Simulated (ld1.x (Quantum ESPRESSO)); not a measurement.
# iron: TM pseudisation with PBE, scalar-relativistic reference atom.

ld1.x (Quantum ESPRESSO) 7.5 input, shortened:

```
&input
   title='Fe', zed=26., rel=1, dft='PBE', iswitch=3,
   config='[Ar] 3d6 4s1 4p0'
 /
 &inputp
   pseudotype=2, tm=.true., lloc=-1, rcloc=0.90,
   nlcc=.false.
 /
3
3S  1  0   2.00   0.00  1.00  1.00  0.0
3P  2  1   6.00   0.00  1.30  1.30  0.0
3D  3  2   6.00   0.00  1.25  1.25  0.0
 &test
   configts(1)='3s2 3p6 3d6 4s1 4p0'
 /
```

Occupied shells without a wave of their own: 4s. They enter only through the test configuration that unscreens the potential.

Q: Estimate the cutoffs (Ry, on a coarse ladder) from which the occupation-weighted sum of valence levels, in a spherical-Bessel basis at the reference potential, stays within 10 and 1 mRy of its value at 400 Ry.

A: 160 Ry and 260 Ry.

Q: What does a ghost test show?

A: No extra level below or beside the all-electron valence levels (s, p, d, f tested).

Q: Tests: 3s2 3p6 3d6 4s2 4p0; 3s2 3p6 3d6 4s0 4p0; 3s2 3p6 3d5 4s0 4p0; 3s2 3p5 3d6 4s2 4p0; 3s2 3p6 3d5 4s2 4p1; 3s2 3p6 3d5 4s2 4p0; 3s1 3p6 3d6 4s2 4p0. Which has the largest error in its energy relative to the reference configuration, and how large is it?

A: 3s2 3p6 3d5 4s0 4p0, with -411 meV (all-electron minus pseudo) on +50.43 eV.
